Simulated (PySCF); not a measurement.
Where the electron goes

Ge(OtBu)Cl3, C4H9Cl3GeO.
Structure used (PBE0-D3(BJ)/def2-SVP), in Å, numbered top down from 1:
```xyz
18
C4H9Cl3GeO angstrom
Ge     1.2150   -0.2783   -2.0302
O      1.0866    0.1044   -0.3413
C     -0.0877    0.1066    0.4978
C     -1.0497   -1.0033    0.0945
C      0.4499   -0.1309    1.9015
C     -0.7462    1.4758    0.3871
H     -1.9129   -1.0228    0.7756
H     -1.4398   -0.8455   -0.9236
H     -0.5556   -1.9850    0.1338
H      0.9532   -1.1070    1.9570
H     -0.3671   -0.1121    2.6377
H      1.1789    0.6488    2.1650
H     -1.1077    1.6548   -0.6358
H     -0.0234    2.2642    0.6430
H     -1.6026    1.5511    1.0737
Cl     3.1192    0.4390   -2.6336
Cl    -0.3072    0.6404   -3.2284
Cl     1.1408   -2.3833   -2.3963
```

Method used: TDDFT B3LYP/def2-SVPD, vertical, gas phase, core orbitals frozen in the response in PySCF. The B3LYP/def2-SVPD calculation is non-relativistic and has no spin–orbit coupling, an omission that weighs most on germanium.

Kohn–Sham orbitals with the atoms that hold most of them (Löwdin shares over 4%, at most four atoms; ? is withheld):

```
orbital  ε (eV)                                  atoms
 LUMO+2    0.31  Ge1 28%, Cl16 28%, Cl17 15%, Cl18 13%
 LUMO+1    0.11        Ge1 14%, Cl17 10%, C4 9%, C6 9%
   LUMO       ?  Cl17 22%, Cl18 22%, Ge1 21%, Cl16 21%
   HOMO   -8.47                                      ?
 HOMO-1   -8.83                                      ?
 HOMO-2   -9.07           Cl18 37%, Cl16 33%, Cl17 29%
 HOMO-3   -9.33   Cl16 43%, Cl18 29%, Cl17 13%, Ge1 5%
```

Give the leading atoms of the HOMO-1.

O2 (bonded to C and Ge) 29%; Cl17 (bonded to Ge) 15%; C3 (bonded to 3 C and O) 12%; C4 (bonded to C and 3 H) 11%. By element: oxygen 29%, carbon 23% or more, chlorine 15% or more.

Give the leading atoms of the HOMO.

O2 (bonded to C and Ge) 46%; C6 (bonded to C and 3 H) 12%; C3 (bonded to 3 C and O) 11%; Cl18 (bonded to Ge) 7%. By element: oxygen 46%, carbon 23% or more, chlorine 7% or more.

What is the LUMO energy, and the HOMO–LUMO gap?

ε(LUMO) = -2.13 eV; the gap is 6.34 eV (0.2329 hartree).

The HOMO–LUMO gap is 6.34 eV. Where does the response calculation put the lowest singlet, and from which orbitals?

S1 is at 5.32 eV (f = 0.0060), 1.02 eV below the gap, made of HOMO→LUMO (98%). Without the coupling terms of the response equations the lowest excitation would equal the gap.

Give energy, strength and leading configuration of S1, S2 and S3, and follow the Löwdin shares of the leading atoms from the occupied to the empty orbital.

- S1 (5.32 eV, f 0.0060), HOMO→LUMO (98%): O2 46% → at most 15%, C6 12% → at most 15%, Cl17 at most 8% → 22%, Cl18 7% → 22%
- S2 (5.80 eV, f 0.036), HOMO-1→LUMO (89%): O2 29% → at most 15%, Cl17 15% → 22%, Cl18 at most 11% → 22%
- S3 (5.83 eV, f 0.0017), HOMO-2→LUMO (95%): Cl18 37% → 22%, Cl16 33% → 21%, Cl17 29% → 22%
